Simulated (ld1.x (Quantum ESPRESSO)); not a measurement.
## An all-electron radial function and its pseudo partner (lanthanum)

Columns: radius, all-electron u(r) and pseudo u(r) of the 6p shell (level -5.40 eV) of lanthanum in the configuration [Kr] 4d10 4f0 5s2 5p6 5d1 6s1 6p0; PBE, scalar-relativistic, PAW scheme, ld1.x (Quantum ESPRESSO) 7.5.

| r (bohr) | all-electron | pseudo |
| --- | --- | --- |
| 0.185 | -0.0943 | -0.0361 |
| 0.370 | 0.0540 | -0.1358 |
| 0.555 | 0.1459 | -0.2761 |
| 0.740 | 0.0529 | -0.4248 |
| 0.925 | -0.0872 | -0.5487 |
| 1.110 | -0.1925 | -0.6213 |
| 1.295 | -0.2419 | -0.6284 |
| 1.480 | -0.2405 | -0.5706 |
| 1.665 | -0.2012 | -0.4609 |
| 1.850 | -0.1376 | -0.3208 |
| 2.035 | -0.0609 | -0.1731 |
| 2.220 | 0.0205 | -0.0362 |
| 2.405 | 0.1008 | 0.0792 |
| 2.590 | 0.1765 | 0.1714 |
| 2.775 | 0.2454 | 0.2450 |
| 2.960 | 0.3064 | 0.3064 |
| 3.145 | 0.3590 | 0.3590 |
| 3.330 | 0.4033 | 0.4033 |
| 3.515 | 0.4395 | 0.4395 |
| 3.700 | 0.4679 | 0.4679 |
| 3.885 | 0.4892 | 0.4892 |
| 4.070 | 0.5037 | 0.5037 |
| 4.255 | 0.5123 | 0.5123 |
| 4.440 | 0.5156 | 0.5156 |
| 4.625 | 0.5141 | 0.5141 |
| 4.810 | 0.5087 | 0.5087 |

Question: How many radial nodes do the two functions have?

Answer: The all-electron 6p function has n − l − 1 = 4 (the table is too coarse to show those close to the nucleus); the pseudo-wave has 1, since 1 lower shell of the same l stays in the valence.

Question: At about which radius was the pseudo-wave matched?

Answer: 3.00 bohr. The columns agree to 0.0005 from 2.77 bohr on; several derivatives are matched, so the curves merge somewhat inside the radius.

Question: Is the pseudo-wave norm-conserving?

Answer: No, it belongs to a PAW set: the norm inside the radius is not constrained, and the difference is carried by the augmentation charge.
